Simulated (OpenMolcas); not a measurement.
An atom or ion with 7 electrons was computed by SS-CASPT2, IPEA 0.25 Eh, imaginary shift 0.1 Eh with spin-orbit coupling (OpenMolcas, ANO-RCC-VTZP, DKH2). The lowest levels that the run gave, each within 12 % of the measured value where one is at hand:

| J | Parity | E (cm⁻¹) | g |
| --- | --- | --- | --- |
| 3/2 | odd | 0.0 | 2.002 |
| 3/2 | odd | 34960 | 0.800 |
| 5/2 | odd | 34970 | 1.200 |
| 3/2 | odd | 52230 | 1.334 |
| 1/2 | odd | 52240 | 0.666 |
| 5/2 | even | 152780 | 1.601 |
| 3/2 | even | 153100 | 1.735 |
| 1/2 | even | 153280 | 2.671 |
| 3/2 | even | 212810 | 0.800 |
| 5/2 | even | 212810 | 1.200 |
| 1/2 | even | 251740 | 2.002 |
| 3/2 | even | 272800 | 1.334 |

Which ion is it, and what are the configurations and terms?

F2+ (Z = 9, charge +2; active space 5 electrons in 4 orbitals (2s 2p)). J, parity and g give the terms where levels are pure, and mixed ones are named by the computed weights; the size of the splittings, set against known spectra of the 7-electron sequence, gives the charge. In order, with the measured energies in cm⁻¹ (Moore, Atomic Energy Levels, vol. I, NSRDS-NBS 35 (1971 reprint of NBS Circular 467, 1949)): 2s² 2p³ ⁴S°_3/2, 2s² 2p³ ²D°_3/2, 2s² 2p³ ²D°_5/2, 2s² 2p³ ²P°_3/2, 2s² 2p³ ²P°_1/2, 2s 2p⁴ ⁴P_5/2 (151898), 2s 2p⁴ ⁴P_3/2 (152235), 2s 2p⁴ ⁴P_1/2 (152410), 2s 2p⁴ ²D_3/2 (210256), 2s 2p⁴ ²D_5/2 (210240), 2s 2p⁴ ²S_1/2 (248260), 2s 2p⁴ ²P_3/2 (266559).

Term energies are means over components that CASPT2 splits; among the terms shown or strongly mixed into the levels shown the widest spread is 210 cm-1 (2s 2p⁴ ²D). Measured partners are found by configuration, term and J. A level has none where our copy of the source lacks it or the pairing is in doubt (some pairs that miss far off the trend of their configuration count as doubtful), and it then counts in no deviation. Only configurations of the active space appear.

° marks odd parity.
